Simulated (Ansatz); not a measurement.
Ansatz (an electronic-structure program) input for C2H10O2Si2, SMILES C[C@@H](O[SiH3])[SiH2]O, PBE/def2-SVPD. Geometry: ωB97X-D3(BJ)/def2-SVP. The structure was generated by enumeration; whether it is a known compound was not checked. One conformer was computed; it need not be the lowest.

Ansatz 0.2 input:
```yaml
crystal:
  periodic: [false, false, false]
  atoms:
    - {symbol: C, position_ang: [-0.73125836, -0.33323904, -1.83003965]}
    - {symbol: C, position_ang: [-0.09087772, -0.62300052, -0.47846014]}
    - {symbol: O, position_ang: [0.65502432, 0.52995048, -0.02751811]}
    - {symbol: Si, position_ang: [2.29771690, 0.67496824, -0.30366248]}
    - {symbol: Si, position_ang: [-1.34249992, -0.83390766, 0.93428723]}
    - {symbol: O, position_ang: [-1.94388701, 0.69755563, 1.21001698]}
    - {symbol: H, position_ang: [0.02898731, -0.07946878, -2.58669105]}
    - {symbol: H, position_ang: [-1.29500680, -1.20980137, -2.18722748]}
    - {symbol: H, position_ang: [-1.42966043, 0.51408560, -1.74461499]}
    - {symbol: H, position_ang: [0.58110680, -1.50042238, -0.55975555]}
    - {symbol: H, position_ang: [2.59876098, 0.64582172, -1.76593671]}
    - {symbol: H, position_ang: [2.71308256, 1.97580994, 0.28059322]}
    - {symbol: H, position_ang: [3.03296199, -0.44878743, 0.34913815]}
    - {symbol: H, position_ang: [-0.62948145, -1.39417285, 2.12045794]}
    - {symbol: H, position_ang: [-2.48070883, -1.71993717, 0.56824706]}
    - {symbol: H, position_ang: [-1.24936216, 1.35941300, 1.08805039]}
basis:
  gaussian:
    orbitals: def2-SVPD
hamiltonian:
  xc: {name: PBE}
```

Log of the run:

```
WARN ansatz: RAYON_NUM_THREADS=2 ignored (pool sized by the plan → 2); use --threads N
Functional definition: PBE
integrals: 0.19 GiB planned
1804 factors; their error is unknown
mean field: 1.20 GiB planned
mean field evaluation 1: about -22048.3453 eV, gradient 8.5e1 eV
mean field evaluation 2: about -21979.2548 eV, gradient 2.0e2 eV
mean field evaluation 4: about -22062.3433 eV, gradient 1.8e1 eV
mean field evaluation 8: about -22063.0148 eV, gradient 1.7e-1 eV
mean field evaluation 16: about -22062.9410 eV, gradient 1.3e-4 eV
mean field -22062.94099754 eV, -810.7981268610 hartree, gradient 6.9e-5 eV, S^2 0.000000; 0 other end points of the search recorded, 0 dependent functions left out
reference -22062.94105610 eV, -810.7981290130 hartree; 33, 33 occupied and 181, 181 virtual orbitals, 1804 factors
Total energy: -22062.94105610 eV, -810.7981290130 hartree
```

Self-consistency was reached.
